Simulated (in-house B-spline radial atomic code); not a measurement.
A calculation on Pd⁴⁺: its settings, and results tabulated from the run. Method: scalar-relativistic (X2C) PBE0, spin-polarised, spherical fractional occupations, Fermi nucleus of rms radius 4.5318 fm. Calculated with a B-spline radial code for spherical atoms.

Command:
```bash
python run_scf.py task.json out
```
Settings (nuclear radius in fm, mass in u):
```
Z                46
configuration    [Kr] 4d6
hamiltonian      x2c
method           pbe0
spin_polarised   True
nucleus          fermi
rms_radius       4.5318
atomic_mass      105.90348
speed_of_light   137.035999084
```

Output (hartree, bohr):
```
 radial grid: 68 intervals, B-splines of order 8, outer radius 22.1277 bohr

 iter        energy (Eh)    residual
    1       -5029.424570    6.39e-01
    2       -5036.821068    3.90e-01
    3       -5040.704339    9.86e-02
    4       -5040.927965    2.51e-02
    5       -5040.937701    1.34e-02
    6       -5040.941265    2.39e-03
    7       -5040.941309    2.97e-04
    8       -5040.941310    2.39e-05
    9       -5040.941310    1.67e-06
   10       -5040.941310    2.90e-08

 total energy                     -5040.94131
 kinetic                            5265.7314
 electron-nucleus                 -12130.7096
 Hartree                            1967.2357
 exact exchange                      -35.2652
 exchange-correlation               -107.9335

 orbital      occ     eigenvalue          <r>       <r^2>       <1/r>       r_max
 1s up      1.000      -892.0072    0.0313128  0.00133563     50.1161     0.02002
 1s down    1.000      -892.0075    0.0313127  0.00133562     50.1162     0.02002
 2s up      1.000      -132.9392     0.137842   0.0224647     11.2988      0.1167
 2s down    1.000      -132.9016     0.137827   0.0224599     11.3005      0.1167
 2p up      3.000      -119.4012     0.120406   0.0177221     10.6204     0.09316
 2p down    3.000      -119.3694     0.120385   0.0177158     10.6221     0.09315
 3s up      1.000       -26.1188     0.378483    0.164037     3.90788      0.3416
 3s down    1.000       -26.1007       0.3784    0.163919     3.90742      0.3417
 3p up      3.000       -21.6344     0.377945    0.166033     3.66569      0.3348
 3p down    3.000       -21.6130     0.377808    0.165844     3.66543      0.3349
 3d up      5.000       -14.5015       0.3571    0.152108      3.4227      0.2822
 3d down    5.000       -14.4614     0.357199    0.152113     3.42073      0.2826
 4s up      1.000        -5.5305     0.935371    0.988122     1.47989      0.8497
 4s down    1.000        -5.3625     0.932014    0.981742     1.48795      0.8465
 4p up      3.000        -4.2064       1.0143     1.17119     1.33201      0.9042
 4p down    3.000        -4.0156      1.01245     1.16854     1.33688      0.9006
 4d up      5.000        -2.2494      1.24164     1.79596     1.05774       1.041
 4d down    1.000        -1.9747      1.27253       1.899     1.03696       1.047
```

Run time, properties included: 0.5 s on 1 thread of Arm Neoverse V1 (shared host).

Caution: exact exchange at fractional occupations of open shells leaves self-interaction of up to several eV.

One-electron X2C: radii and densities carry no picture-change correction, so inner-shell <1/r> comes out high (for 1s by about 2 % at Z = 33, 5 % at 54, 10 % at 75, 30 % at 118) and <r> low.
